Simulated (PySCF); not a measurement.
AsH5Si, SMILES [SiH3][AsH2]. The structure is a stationary point at PBE-D3(BJ)/def2-TZVP.

These are PBE-D3(BJ)/def2-TZVP (PySCF) values and carry that method's errors.

Harmonic wavenumbers (cm⁻¹): 150, 344, 421, 437, 648, 695, 852, 906, 914, 949, 2118, 2131, 2154, 2172, 2173. Rotational constants (GHz): 47.44, 3.681, 3.677; symmetry number 1.

Question: Work out the zero-point energy and the ideal-gas rigid-rotor harmonic-oscillator thermochemistry at 298.15 K and 1 atm.

Answer: ZPE = ½ Σ hcν = ½ × 17063 cm⁻¹ = 102.06 kJ/mol. H − E(el) = 117.33 kJ/mol. Entropy in J/(mol K): translation 167.15, rotation 99.29, vibration 28.61, total 295.04. G − E(el) = 29.37 kJ/mol. Cp = 75.47 J/(mol K). Modes under 150 cm⁻¹ make the vibrational entropy uncertain.
